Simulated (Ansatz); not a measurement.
`[NH2][GaH][SiH3]` + H₂O → `[NH2][GaH][OH]` + SiH₄ at 500 K and 1 bar (formal hydrolysis of a Ga–Si bond).

Calculated with Ansatz (gas phase, PBE0-D4/def2-TZVP geometries, no zero-point term in ΔE). CBS: MP2 limit from def2 TZ/QZ plus the TZ coupled-cluster correction, frozen cores. This one scheme is used for every species. For Ga outer-core shells are correlated without core-valence functions, which leaves a few kJ/mol of doubt a bond. Scalar relativity is left out up to krypton. One conformer a species, not always the lowest.

| species | CCSD(T)/CBS energy (Eh) | H − E (kJ/mol) | S (J/(mol·K)) |
| --- | --- | --- | --- |
| `[NH2][GaH][SiH3]` | -2271.34304 | 193.2 | 399.9 |
| H₂O | -76.37941 | 73.2 | 206.3 |
| `[NH2][GaH][OH]` | -2056.27372 | 155.9 | 354.5 |
| SiH₄ | -291.46306 | 102.4 | 230.9 |

H − E and S are ideal-gas, rigid-rotor, harmonic terms from PBE0-D4/def2-TZVP, for one conformer and one mirror image of each species. 1 Eh = 2625.50 kJ/mol, R = 8.31446 J/(mol·K).

Problem. By hand: ΔE, ΔH, ΔS and ΔG.

Solution. ΔE = (-2056.27372) + (-291.46306) − (-2271.34304) − (-76.37941) = -0.01433 Eh = -37.6 kJ/mol. Δ(H − E) = 155.9 + 102.4 − 193.2 − 73.2 = -8.1, so ΔH = -45.7 kJ/mol. ΔS = 354.5 + 230.9 − 399.9 − 206.3 = -20.8 J/(mol·K). ΔG = -45.7 − 500 × (-20.8)/1000 = -35.3 kJ/mol.

Problem. By hand: the equilibrium constant, and the temperature at which ΔG would vanish if ΔH and ΔS stayed fixed.

Solution. log₁₀ K = −ΔG/(RT ln 10) = 3.7. ΔG = 0 at ΔH/ΔS = 2197 K.

ΔH outweighs TΔS. A doubt of 5 kJ/mol in ΔE shifts log₁₀ K by 0.5 here. Other conformers and mirror images would add mixing entropy, several J/(mol·K) or more a flexible species. Modes under 60 cm⁻¹, often nearly free rotors, make the harmonic entropy too high. These are equilibria of isolated gas molecules and say nothing of rates. Largest T1 diagnostic: 0.015 (customary marks: 0.02 for closed shells, 0.045 for open ones).
